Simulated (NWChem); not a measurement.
Species: CH₆FNSi₂; SMILES N(=C\[SiH2]F)/[SiH3]

```xyz
11

F     -0.6120     2.8794     0.4107
Si     0.4300     1.7115    -0.0422
C     -0.3757     0.0131     0.1841
N      0.3579    -0.9715    -0.1428
Si    -0.0871    -2.6748    -0.0544
H      0.7649     1.9135    -1.4775
H      1.6400     1.8041     0.8183
H     -1.4152    -0.1032     0.5751
H      0.8900    -3.3532     0.8436
H     -1.4812    -2.8672     0.4684
H      0.0236    -3.2447    -1.4271
```
Atoms are numbered in this order, from 1.

Level: PBE0/def2-SVP (NWChem), optimised geometry, unscaled harmonic frequencies. 

Question: List the harmonic frequencies with IR intensities, and the thermochemistry.

Answer: 
| frequency (cm⁻¹) | IR intensity (km/mol) |
|---|---|
| 65 | 5.1 |
| 87 | 3.9 |
| 138 | 0.8 |
| 169 | 3.6 |
| 227 | 13.2 |
| 262 | 4.2 |
| 561 | 17.2 |
| 660 | 49.9 |
| 700 | 112.5 |
| 728 | 17.3 |
| 749 | 68.4 |
| 778 | 9.6 |
| 862 | 28.4 |
| 909 | 657.3 |
| 932 | 23.5 |
| 936 | 40.5 |
| 941 | 47.7 |
| 949 | 78.6 |
| 959 | 123.4 |
| 1335 | 20.2 |
| 1745 | 97.1 |
| 2194 | 124.8 |
| 2257 | 75.6 |
| 2258 | 94.9 |
| 2266 | 63.4 |
| 2275 | 126.4 |
| 2941 | 54.5 |

| Quantity | Value |
|---|---|
| zero-point energy | 41.3 kcal/mol |
| thermal correction to the enthalpy at 298.15 K (with zero-point energy) | 46.7 kcal/mol |
| heat capacity Cv | 25.7 cal/(mol K) |
| entropy at 298.15 K and 1 atm (symmetry number 1) | 87.0 cal/(mol K) |
| dipole moment | 1.11 D |

Rigid rotor and harmonic oscillator; modes under 100 cm⁻¹ make the entropy uncertain.
